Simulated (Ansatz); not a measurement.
A search over several starts for the lowest SCF solution of the cluster Mn₃⁻ at the given spin, in a small basis.

```yaml
crystal:
  periodic: [false, false, false]
  atoms:
    - {symbol: Mn, position_ang: [1.054930, -0.392725, -0.996904]}
    - {symbol: Mn, position_ang: [-1.129548, 0.798798, -0.535656]}
    - {symbol: Mn, position_ang: [0.074618, -0.406073, 1.532571]}
basis:
  gaussian: {orbitals: def2-SVP, initial_orbitals: start.molden}
total_charge: -1
magnetization: {spin_polarized: true, initial_magnetization: 12}
hamiltonian: {xc: pbe0, dispersion: d4}
output: {orbitals: {seedname: orbitals}}
```

The file start.molden holds the orbitals of an earlier run on this structure, at another level or in another basis.

```sh
$ ansatz run in.yaml --threads 4 --pin off --events-out ev --progress --plain --max-ram 3916MiB
```

Shortened log:

```
Functional definition: PBE0
1063 factors; integrals over basis functions are off by at most 5.9e-4 eV
mean field evaluation 1: about -93927.9857 eV, gradient 7.6e0 eV
mean field evaluation 2: about -93928.5928 eV, gradient 8.2e-1 eV
mean field evaluation 4: about -93928.7002 eV, gradient 3.1e-1 eV
mean field evaluation 8: about -93928.7038 eV, gradient 1.1e-3 eV
mean field evaluation 16: about -93928.7038 eV, gradient 1.8e-5 eV
mean field evaluation 32: about -93928.7038 eV, gradient 2.3e-2 eV
mean field evaluation 64: about -93917.5050 eV, gradient 2.1e1 eV
mean field evaluation 96: about -93906.1674 eV, gradient 2.2e1 eV
mean field evaluation 128: about -93901.1595 eV, gradient 2.3e1 eV
mean field evaluation 160: about -93853.8496 eV, gradient 4.5e1 eV
mean field evaluation 192: about -93892.6455 eV, gradient 2.3e1 eV
mean field evaluation 224: about -93924.8580 eV, gradient 2.8e1 eV
mean field evaluation 256: about -93928.7038 eV, gradient 1.3e-4 eV
mean field evaluation 288: about -93928.7038 eV, gradient 2.6e-2 eV
mean field evaluation 320: about -93915.7827 eV, gradient 4.9e1 eV
mean field evaluation 352: about -93928.7038 eV, gradient 2.6e-4 eV
mean field evaluation 384: about -93928.7038 eV, gradient 2.1e-6 eV
mean field evaluation 416: about -93928.6875 eV, gradient 1.4e0 eV
mean field -93928.70380935 eV, -3451.8161978315 hartree, gradient 7.1e-6 eV, S^2 43.718876; 10 other end points of the search recorded, 0 dependent functions left out
reference -93928.70383191 eV, -3451.8161986606 hartree; 44, 32 occupied and 49, 61 virtual orbitals, 1063 factors
Total energy: -93928.77783092 eV, -3451.8189180741 hartree
```

Run time 28 s (4 threads of Arm Neoverse V2 on a shared host).

The charge -1 multiplicity 13 is spin-contaminated (final ⟨S²⟩ up to 43.72, 42.00 for a pure state). The highest occupied level of the charge -1 multiplicity 13 lies above zero (up to 0.83 eV). It is a level of β spin, whose loss leaves a multiplicity 14; that state wasn't run at this geometry and level. The electron is either unbound and held by the finite basis, or the level is raised by self-interaction error. The geometry of the multiplicity 13 was relaxed on an unsound state (⟨S²⟩ 43.77, where a pure state has 42.00). The structure comes from a short search, and lower isomers may exist.
